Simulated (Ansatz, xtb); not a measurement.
## AlFH3NO: which of two isomers lies lower

We compare I, `[F][Al@H-]1[NH2+][O]1`, a singlet, with II, `N[O][AlH][F]`, a singlet. Both are isolated molecules in the gas phase, relaxed with PBE0-D3(BJ)/def2-SVP; each stands in its lowest conformer found.

Energies in hartree; the thermal terms are from PBE0-D3(BJ)/def2-SVP harmonic frequencies (ideal gas, rigid rotor, one conformer each, 298.15 K, 1 atm) and include the zero-point energy:

```
                               I           II
E, CCSD(T)/def2-TZVP  −473.413839  −473.396148
   zero-point energy     0.041555     0.040479
        H(298 K) − E     0.047455     0.047346
        G(298 K) − E     0.013757     0.010720
```

Problem. Work out ΔE, ΔE₀, ΔH and ΔG for I → II in kcal/mol (1 Eh = 627.51 kcal/mol) and the equilibrium ratio [II]/[I].

Solution. 1. ΔE = −473.396148 − (−473.413839) = +0.017691 Eh = +11.10 kcal/mol.
2. ΔE₀ = ΔE + ΔZPE = +0.017691 + (−0.001076) Eh = +10.43 kcal/mol.
3. ΔH = ΔE + (−0.000109) Eh = +11.03 kcal/mol.
4. ΔG = ΔE + (−0.003037) Eh = +9.20 kcal/mol, so ΔS = (ΔH − ΔG)/T = +25.8 J/(mol K).
5. kT = 0.9442 mEh, so K = [II]/[I] = exp(−ΔG/kT) = exp(−15.52) ≈ 1.8 × 10^−7.

Structure I is favoured at this temperature. An error of 1 kcal/mol in ΔG would change K by a factor of 5.4. Mirror images and further conformers aren't counted.

As drawn, I has 1 Al–N more. Structure I has a 3-membered ring, II no ring.

Other levels gave ΔE = +11.3 (PBE0-D3(BJ)/def2-SVP); +9.1 (HF/def2-TZVP); +11.1 (MP2/def2-TZVP) kcal/mol. The correlated steps freeze 8 core orbitals. Programs: Ansatz 0.2.0.
